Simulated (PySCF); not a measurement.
Compound: C5H7BO2.
Z-matrix (Å and degrees, PBE0-D3(BJ)/def2-SVP geometry), rows numbered from 1:
```
O 
B   1  1.3666
O   2  1.3669  1  123.73
C   2  1.5567  1  117.79  3   179.89
C   4  1.3584  2  125.84  1  -178.10
C   5  1.4932  4  110.09  2   179.86
C   6  1.4959  5  103.33  4     0.14
C   7  1.3493  6  108.96  5    -0.14
H   1  0.9608  2  115.58  3     1.19
H   3  0.9613  2  115.09  1     0.53
H   5  1.0914  4  125.60  2     0.06
H   6  1.1069  5  111.63  4  -120.74
H   6  1.1067  5  111.94  4   121.52
H   7  1.0910  6  124.22  5   179.85
H   8  1.0912  4  123.77  2     0.01
```

Level: PBE0/pcSseg-1 in PySCF, non-relativistic, on one gas-phase PBE0-D3(BJ)/def2-SVP geometry that isn't relaxed in the solvent. The solvent is an IEF-PCM continuum (Bondi radii, 1.10 Å for H, scaled by 1.2). Specific hydrogen bonds and non-electrostatic terms are outside this model.

```
run  E − E(gas) (kcal/mol)  HOMO (eV)  HOMO–LUMO gap (eV)  dipole (D)
gas                   0.00      -6.19                5.51        2.07
  P                  -4.38      -6.28                5.55        2.21
  Q                  -8.29      -6.39                5.58        2.30
```

Problem. The runs were made in benzene and tetrahydrofuran. Which run belongs to which solvent?

Solution. P = benzene, Q = tetrahydrofuran. The dielectric constants are 2.271 (benzene), 7.426 (tetrahydrofuran), and the energy falls further as ε rises. In this model the ground state sees the solvent through ε alone.

Problem. How constant is the ratio of the lowering to (ε − 1)/(2ε + 1)?

Solution. 
| solvent | (ε − 1)/(2ε + 1) | E − E(gas) (kcal/mol) | ratio (kcal/mol) | polarisation term (kcal/mol) |
| --- | --- | --- | --- | --- |
| benzene | 0.229 | -4.38 | -19.1 | -4.63 |
| tetrahydrofuran | 0.405 | -8.29 | -20.4 | -9.23 |

The ratio changes by +7.1 % in size from benzene to tetrahydrofuran. The polarisation term is half the interaction of the solute with the induced surface charges.
